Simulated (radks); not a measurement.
Results of a calculation; reference values are marked as such.
Problem. Neutral promethium, configuration [Xe] 4f5 6s2. Level of theory: scalar-relativistic Kohn-Sham, PBEsol, spin-polarised, spherical densities, finite nucleus; open shells are filled with parallel spins first (spin-orbit coupling, left out, can overturn this in heavy ions); Fermi nuclear charge, rms radius 4.962 fm (a radial shooting solver on a logarithmic mesh with Libxc functionals). Some entries of the table are withheld. Estimate them.

orbital,occ.,eigenvalue (Ry),r(max) (bohr),<r^2> (bohr^2)
1s up,1,-3307.250,0.01480,0.0007322
1s down,1,-3307.250,0.01480,0.0007322
2s up,1,-537.7068,0.08383,0.01157
2s down,1,-537.7048,0.08383,0.01157
2p up,3,-480.2897,0.06762,0.009264
2p down,3,-480.2884,0.06762,0.009264
3s up,1,-117.2392,0.2387,0.07766
3s down,1,-117.1320,0.2387,0.07757
3p up,3,-99.20633,0.2339,0.07772
3p down,3,-99.09976,0.2338,0.07760
3d up,5,-74.45168,0.1918,0.06576
3d down,5,-74.36909,0.1917,0.06562
4s up,1,-23.36938,0.5521,0.3972
4s down,1,-23.09655,0.5519,0.3969
4p up,3,-17.45220,0.5763,0.4489
4p down,3,-17.17844,0.5760,0.4486
4d up,5,-9.09345,0.6029,0.5507
4d down,5,-8.81903,0.6024,0.5514
5s up,1,-3.13677,1.285,2.314
5s down,1,-2.96937,1.297,2.378
5p up,3,(1),1.458,3.223
5p down,3,(2),1.478,3.358
6s up,1,-0.26759,3.684,21.10
6s down,1,-0.25184,3.805,22.40
4f up,5,-0.23437,0.6371,1.510
4f down,0,-0.00147,0.6396,2.573

Solution. 
(1) 5p up eigenvalue (Ry): -1.71148
(2) 5p down eigenvalue (Ry): -1.58485
